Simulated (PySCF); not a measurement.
PySCF 2.14 output of an unrestricted r2SCAN calculation on a single atom or ion in aug-cc-pwCVTZ-PP with ECP10MDF, with a scalar-relativistic core potential:

```
SCF conv_tol = 1e-09
number electrons alpha = 11  beta = 9
    J. W. Furness, A. D. Kaplan, J. Ning, J. P. Perdew, and J. Sun.,  J. Phys. Chem. Lett. 11, 8208-8215 (2020)
    J. W. Furness, A. D. Kaplan, J. Ning, J. P. Perdew, and J. Sun.,  J. Phys. Chem. Lett. 11, 9248-9248 (2020)
    J. W. Furness, A. D. Kaplan, J. Ning, J. P. Perdew, and J. Sun.,  J. Phys. Chem. Lett. 11, 8208-8215 (2020)
    J. W. Furness, A. D. Kaplan, J. Ning, J. P. Perdew, and J. Sun.,  J. Phys. Chem. Lett. 11, 9248-9248 (2020)
cycle= 1 E= -226.750915446124  delta_E= -0.00942  |g|= 0.21  |ddm|= 0.671
cycle= 2 E= -226.73210443002  delta_E= 0.0188  |g|= 0.458  |ddm|= 0.271
cycle= 3 E= -226.757364896743  delta_E= -0.0253  |g|= 0.0269  |ddm|= 0.127
cycle= 4 E= -226.757480251613  delta_E= -0.000115  |g|= 0.00161  |ddm|= 0.0299
cycle= 5 E= -226.757480632339  delta_E= -3.81e-07  |g|= 8.81e-05  |ddm|= 0.00292
cycle= 6 E= -226.757480634021  delta_E= -1.68e-09  |g|= 1.09e-05  |ddm|= 0.000171
cycle= 7 E= -226.757480634042  delta_E= -2.18e-11  |g|= 1.8e-07  |ddm|= 4.85e-05
converged SCF energy = -226.757480634042  <S^2> = 2.0023846  2S+1 = 3.0015893
```

The run itself started from symmetry-adapted Hartree-Fock orbitals and held the occupation by maximum overlap, on a logarithmic radial grid, so the iterations belong to that start.

Problem. Which element, charge and spin multiplicity is this?

Solution. Zn (zinc, neutral), multiplicity 3; the state was [Ar] 3d10 4s1 5s1, high-spin 3S determinant (an excited configuration).

Energies and moments cover only the electrons outside the core potential. The outer electron is Rydberg-like, and this basis confines it to a smaller radius and binds it less than a complete one would.
